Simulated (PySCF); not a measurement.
**Ionisation energy of C²⁺ by level of theory**

C²⁺ [He] 2s2 (1S) → C³⁺ [He] 2s1 (2S), as a difference of total energies. All numbers are calculated (PySCF 2.14, the spin-free X2C one-electron Hamiltonian (Gaussian nucleus), in x2c-TZVPPall (5s3p2d1f, 31 functions)). Correlated levels: valence and next inner shell: nothing frozen. The calculations carry no spin-orbit coupling.

| method | ionisation energy (eV) |
| --- | --- |
| UHF | 45.795 |
| MP2 (valence and next inner shell) | 46.968 |
| SCS-MP2 (valence and next inner shell) | 47.198 |
| CCSD (valence and next inner shell) | 47.759 |
| CCSD(T) (valence and next inner shell) | 47.766 |
| CCSDT (valence and next inner shell) | 47.766 |

Question: How much does correlation contribute at CCSD(T) (valence and next inner shell)?

Answer: 47.766 − (45.795) = 1.971 eV, measured against UHF.

Errors of the correlated levels include the incompleteness of this basis.

The coupled-cluster amplitudes are large for C²⁺ (T1 above 0.03 or a double amplitude above 0.15), so a single reference is strained.

For comparison: 47.888 eV (measured; NIST Atomic Spectra Database, ionization energies).
